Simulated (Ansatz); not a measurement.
```yaml
crystal:
  periodic: [false, false, false]
  atoms:
    - {symbol: Nb, position_ang: [0.000046, 0.000565, 0.036953]}
    - {symbol: Se, position_ang: [0.032317, 0.025482, 2.334310]}
    - {symbol: O, position_ang: [1.740842, 0.274565, -0.637581]}
    - {symbol: H, position_ang: [2.599041, 0.414928, -0.218915]}
    - {symbol: O, position_ang: [-1.127169, 1.368193, -0.610451]}
    - {symbol: H, position_ang: [-1.665498, 2.043878, -0.180216]}
    - {symbol: O, position_ang: [-0.639908, -1.662331, -0.583906]}
    - {symbol: H, position_ang: [-0.939670, -2.465280, -0.140203]}
basis:
  gaussian: {orbitals: def2-SVP}
hamiltonian: {xc: {name: PBE}, dispersion: d3bjatm}
scf: {omitted_lower_state_checks: [starts]}
```

```sh
$ ansatz run in.yaml --threads 4 --pin off --events-out ev --progress --plain --max-ram 3916MiB
```

It prints (some lines left out):

```
Functional definition: PBE
  name "PBE"
  cite "Perdew, Burke & Ernzerhof, Phys. Rev. Lett. 77, 3865 (1996) doi:10.1103/PhysRevLett.77.3865"
  parent pbe
  parameter kappa = 0.804
  parameter beta = 0.06672455060314922
  exchange = pbe_x(kappa = kappa, mu = beta*pi^2/3)
  correlation = pbe_c(beta = beta)
these checks for a lower state are left out or cut short: starts
1226 factors; their error is unknown
mean field evaluation 1: about -73052.2033 eV, gradient 9.5e1 eV
mean field evaluation 2: about -72821.5790 eV, gradient 3.0e2 eV
mean field evaluation 4: about -73038.4251 eV, gradient 1.1e2 eV
mean field evaluation 8: about -73068.1930 eV, gradient 2.2e0 eV
mean field evaluation 16: about -73068.0940 eV, gradient 1.6e-3 eV
mean field -73068.09402083 eV, -2685.2029279326 hartree, gradient 1.7e-5 eV, S^2 0.000000; 0 other end points of the search recorded, 0 dependent functions left out
reference -73068.09409140 eV, -2685.2029305260 hartree; 37, 37 occupied and 83, 83 virtual orbitals, 1226 factors
Total energy: -73068.28518181 eV, -2685.2099529689 hartree
Checks for a lower state left out: starts
```

Hardware: 4 threads of Intel Xeon on a shared host. Wall time 2 s.

In the def2 sets Nb takes a core potential; there is no spin–orbit coupling.
